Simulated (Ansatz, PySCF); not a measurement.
Gas-phase reaction in SMILES: C=N (CH3N) → C=[N-] + H+
Each molecule is optimised on its own at B3LYP-D3(BJ)/def2-TZVP (Ansatz, a first-principles code).

Quantity: gas-phase deprotonation energy (0 K, with B3LYP-D3(BJ) harmonic zero-point energies from PySCF), in kJ/mol. Cores are frozen in the correlated levels unless marked. Spin-orbit coupling is left out. Non-relativistic. Anions need diffuse functions: aug- sets have them; def2-D sets add few; the other sets have none. CBS(X,Y): correlation extrapolated as X^-3; Hartree-Fock from the larger set.

CCSD(T)/CBS(def2-TZVPPD,def2-QZVPPD) (Ansatz) gives 1631.0 kJ/mol.

### Question
Another calculation gave 1633.9 kJ/mol. Which level was it?
A. PBE-QIDH/def2-TZVPD (Ansatz)
B. HF/def2-TZVPD (PySCF)
C. SVWN5/def2-TZVPD (Ansatz)
D. B2GP-PLYP/def2-TZVPD (Ansatz)

### Answer
A, PBE-QIDH/def2-TZVPD (Ansatz). The others give 1622.6 (B2GP-PLYP), 1655.4 (HF), 1580.7 (SVWN5) kJ/mol.
